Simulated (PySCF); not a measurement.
BH3N, SMILES N[BH], multiplicity 2.

Coordinates come from a PBE0-D3(BJ)/def2-TZVP optimisation. The isomer is the one that the SMILES or the coordinates give; other isomers of the formula were not compared.

Level of theory: B3LYP/def2-TZVPD (PySCF).

Isolated molecule, no solvent.

Computed frontier levels, dipole moment and polarisability:
* **α spin, highest occupied and lowest empty level**: -5.16 and -0.26 eV
* **β spin, highest occupied and lowest empty level**: -8.69 and -1.34 eV
* **dipole moment**: 2.22 D
* **quadrupole, principal values (traceless, Buckingham form, about the centre of nuclear charge)**: -1.34, -0.76, 2.10 D·Å
* **mean static polarisability**: 29.5 bohr³ (4.37 Å³)
* **polarisability, principal values**: 25.1, 28.6, 34.7 bohr³
* **⟨S²⟩**: 0.752 (pure state 0.75)
